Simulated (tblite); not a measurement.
Compound: C7H8F (doublet state).
Atom-mapped SMILES: `[CH:1]#[C:2][CH:3]/[C:4](=[CH:5]\[CH3:6])[CH2:7][F:8]` (hydrogens: H9 on C1; H10 on C3; H11 on C5; H12, H13, H14 on C6; H15, H16 on C7)

Structure optimised with GFN2-xTB, isolated species. This method treats the open shell by occupation alone, without spin polarisation.

Some entries are withheld. Bonds in one row agree within 0.01 Å.

```tsv
coordinate	value
C1≡C2	?
C2–C3	?
C3–C4	?
C4=C5	1.365 Å
C5–C6	?
C4–C7	1.512 Å
C7–F8	1.371 Å
C1–H9	1.049 Å
C3–H10	1.079 Å
C5–H11	1.081 Å
C6–H12, C6–H13, C6–H14	1.089 Å
C7–H15, C7–H16	1.097 Å
C1–C2–C3	?
C2–C3–C4	?
C3–C4–C5	125.0°
C3–C4–C7	115.3°
C5–C4–C7	119.7°
C4–C5–C6	?
C4–C7–F8	112.7°
```

Fill in the missing values.

- C1≡C2 = 1.211 Å, drawn triple (ends: carbon bonded to C and H; carbon bonded to 2 C); 0.17 Å below the sum of covalent radii, 1.38 Å.
- C2–C3 = 1.380 Å, drawn single (ends: carbon bonded to 2 C; carbon bonded to 2 C and H); 0.04 Å below the sum of covalent radii, 1.42 Å.
- C3–C4 = 1.403 Å, drawn single in one of several resonance forms (ends: carbon bonded to 2 C and H; carbon bonded to 3 C); 0.06 Å below the sum of covalent radii, 1.46 Å.
- C5–C6 = 1.485 Å, drawn single (ends: carbon bonded to 2 C and H; carbon bonded to C and 3 H); 0.01 Å below the sum of covalent radii, 1.49 Å.
- C1–C2–C3 = 178.5°, at the carbon bonded to 2 C; the outer atoms are 2.590 Å apart.
- C2–C3–C4 = 123.5°, at the carbon bonded to 2 C and H; the outer atoms are 2.451 Å apart.
- C4–C5–C6 = 127.2°, at the carbon bonded to 2 C and H; the outer atoms are 2.553 Å apart.

Radii are Cordero's, carbon taken as 0.76, 0.73 or 0.69 Å for four, three, and two or fewer neighbours.

Its GFN2-xTB frequencies are all real (lowest 36 cm⁻¹). Torsions: C2–C3–C4–C5 180°, C3–C4–C7–F8 180°. 3 starts were optimised and ended at 0.00, 0.00 and 1.51 kcal/mol (GFN2-xTB); the lowest of these is shown.

Hardware: Arm Neoverse N1, one thread, no GPU, on a shared host. Cost: 0.25 s of wall time. That covers the optimisation of the geometry.

One conformer stands for the species.

All values are computed, not measured.
